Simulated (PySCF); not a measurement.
BrH2InO, SMILES [OH][InH][Br].

Geometry optimised at B3LYP-D3(BJ)/def2-SVP. The def2 effective core potentials stand for the cores of In; spin–orbit coupling is left out. The values are those of a single conformer.

The numbers are results of IEF-PCM-M06-2X/def2-SVP in PySCF, not measurements.

The values are the electrostatic part of the solvation free energy, E(continuum) − E(gas) at the gas-phase geometry, in a cavity of scaled van der Waals radii (PySCF's table); cavitation and dispersion terms are not included. A continuum can't describe solvent molecules that bind to the metal. In vacuum the orbital gap is 8.16 eV. The dipole moment in vacuum is 3.79 D.

```tsv
solvent	ε	ΔG(elec) (kcal/mol)	dipole (D)	gap (eV)
water	78.36	?	?	?
chlorobenzene	5.70	-8.3	4.72	8.73
tetrahydrofuran	7.43	-8.9	4.79	8.77
```

Q: Some entries are withheld; supply them. (An estimate is asked for; the answer gives what the named calculation found.)

A: 
- water, ΔG(elec) (kcal/mol): -11.1
- water, dipole (D): 5.04
- water, gap (eV): 8.91
